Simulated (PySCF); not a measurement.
## How methods differ on the ionisation energy of Xe⁴⁰⁺

Xe⁴⁰⁺ [Ne] 3s2 3p2 (3P) → Xe⁴¹⁺ [Ne] 3s2 3p1 (2P), as a difference of total energies. Calculation: PySCF 2.14, in an uncontracted even-tempered set (18 s from 7.3 bohr⁻², ratio 2.5; 12 p from 9.5 bohr⁻², ratio 2.5; 4 d from 38 bohr⁻², ratio 2.7; 4 f from 58 bohr⁻², ratio 2.7); the spin-free X2C one-electron Hamiltonian (Gaussian nucleus). Correlated levels: outer shells: 1s2 frozen; virtual orbitals above 40 to 60 times the deepest correlated orbital energy dropped. The calculations carry no spin-orbit coupling.

| method | ionisation energy (eV) |
| --- | --- |
| UHF | 2930.0 |
| MP2 (outer shells) | 2930.5 |
| SCS-MP2 (outer shells) | 2930.3 |
| CCSD (outer shells) | 2930.4 |
| CCSD(T) (outer shells) | 2930.4 |

Spin-orbit coupling is strong in these open shells (close to jj coupling). The scalar numbers leave it out and a first-order estimate fails, so it can dominate the gap to the real levels.

Breit and QED terms and the two-electron picture change are absent.

For comparison: 2975 ± 4 eV (theoretical estimate listed by NIST; NIST Atomic Spectra Database, ionization energies).
